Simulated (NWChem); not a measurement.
SiNH2ClF2; SMILES [Si](Cl)(N)(F)F

```xyz
7

N      0.1059     1.1682     1.4470
Si    -0.0029     0.3388    -0.0162
F     -1.3719     0.7418    -0.7470
F      1.2401     0.7566    -0.9386
Cl     0.0104    -1.7022     0.0749
H     -0.6844     1.2417     2.0759
H      0.9936     1.2892     1.9191
```
Atoms are numbered in this order, from 1.

All runs: NWChem. Pople sets run with spherical d functions. Structure relaxed at the PBE0/def2-SVP level. Vertical excitations in the gas phase; the lowest state need not have the same character in each row.

Task: Order these by “lowest excitation, singlet (eV)”, lowest first: BHandHLYP/6-31+G*, full TDDFT; PBE/6-31+G*, full TDDFT; B3LYP/6-31+G*, full TDDFT; PBE0/6-31+G*, full TDDFT.

Result: PBE/6-31+G*, full TDDFT (6.03), B3LYP/6-31+G*, full TDDFT (6.50), PBE0/6-31+G*, full TDDFT (6.79), BHandHLYP/6-31+G*, full TDDFT (7.18)
